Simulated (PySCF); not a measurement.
Computed shifts of a molecule C2H9ClSi3, PBE/pcSseg-1 (PySCF), GIAO, gas phase, atoms alike by connectivity averaged where their shifts nearly agree, in ppm (number of nuclei): ¹³C: -3.0 (1), -4.3 (1). ²⁹Si: 10.8 (1), -11.6 (1), -43.2 (1). ¹H: 6.29 (1), 5.53 (1), 5.24 (1), 5.01 (1), 0.91 (3), 0.76 (1), 0.45 (1). References: ¹³C against TMS (σ = 182.0 ppm); ²⁹Si against TMS (σ = 335.4 ppm); ³⁵Cl against HCl (σ = 936.5 ppm); ¹H against TMS (σ = 31.49 ppm), references at their B3LYP-D3(BJ)/def2-TZVP geometries, non-relativistic (without spin–orbit terms, shifts of atoms bonded to Cl or Br come out too high). Coordinates come from a r2SCAN-D4/def2-SVP optimisation. One conformer was computed; it need not be the lowest.

Question: Pick the molecule that these values belong to.
A. [SiH3][C@@H]1[SiH2]C[Si@H]1Cl
B. [SiH3][Si@]1(Cl)CC[SiH2]1
C. C[Si@@H]1[SiH2]C[Si@H]1Cl
D. C[Si@@H]1C[SiH2][Si@@H]1Cl

Answer: D, C[Si@@H]1C[SiH2][Si@@H]1Cl
